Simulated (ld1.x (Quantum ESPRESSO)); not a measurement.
## u(r) = r·R(r): atom against pseudo-atom (nickel)

Columns: radius, all-electron u(r) and pseudo u(r) of the 3d shell (level -8.90 eV) of nickel in the configuration [Ar] 3d8 4s2 4p0; PBEsol, scalar-relativistic, PAW scheme, ld1.x (Quantum ESPRESSO) 7.5.

```tsv
r (bohr)	all-electron	pseudo
0.170	0.2735	0.0081
0.340	0.7220	0.0591
0.510	0.9458	0.1713
0.680	0.9761	0.3274
0.850	0.9108	0.4835
1.020	0.8121	0.5923
1.190	0.7088	0.6275
1.360	0.6124	0.5952
1.530	0.5269	0.5260
1.700	0.4527	0.4527
1.870	0.3890	0.3890
2.040	0.3346	0.3346
2.210	0.2881	0.2881
2.380	0.2483	0.2483
2.550	0.2143	0.2143
2.720	0.1850	0.1850
2.890	0.1598	0.1598
3.060	0.1381	0.1381
3.230	0.1194	0.1194
3.400	0.1033	0.1033
3.570	0.0893	0.0893
3.740	0.0772	0.0772
3.910	0.0668	0.0668
4.080	0.0578	0.0578
4.250	0.0500	0.0500
4.420	0.0433	0.0433
```

Problem. How many radial nodes do the two functions have?

Solution. The all-electron 3d function has n − l − 1 = 0; the pseudo-wave has 0.

Problem. At about which radius was the pseudo-wave matched?

Solution. 1.70 bohr, where the columns begin to agree (steps of 0.17 bohr).

Problem. Where does each function peak?

Solution. Outermost all-electron maximum near 0.68 bohr, pseudo maximum near 1.19 bohr (to the table’s step).

Problem. Is the pseudo-wave norm-conserving?

Solution. No, it belongs to a PAW set: the norm inside the radius is not constrained, and the difference is carried by the augmentation charge.
